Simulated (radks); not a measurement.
Q: These are the eigenvalues of the occupied orbitals of an atom or ion with whole-number occupations (eV). Method: scalar-relativistic Kohn-Sham, BLYP, spin-unpolarised, spherical densities, finite nucleus; Fermi nuclear charge, rms radius of each element as measured or else 0.836 A^(1/3) + 0.57 fm; computed with a radial shooting solver on a logarithmic mesh with Libxc functionals.

1s: -2450.627
2s: -253.2347
2p: -198.4022
3s: -52.1322
3p: -40.1888

Which element is it, and in what charge state? The configuration may be excited.

A: Z = 16, sulfur, charge +3: S3+ in [Ne] 3s2 3p1. The list shows which subshells hold electrons but not how many an open one holds; the 1s level, -90.059 hartree, gives Z - s = 13.4 by -(Z - s)^2/2, which with screening and relativity narrows Z to a few neighbours, and the depths of the outer levels then fix element, charge and occupations together.
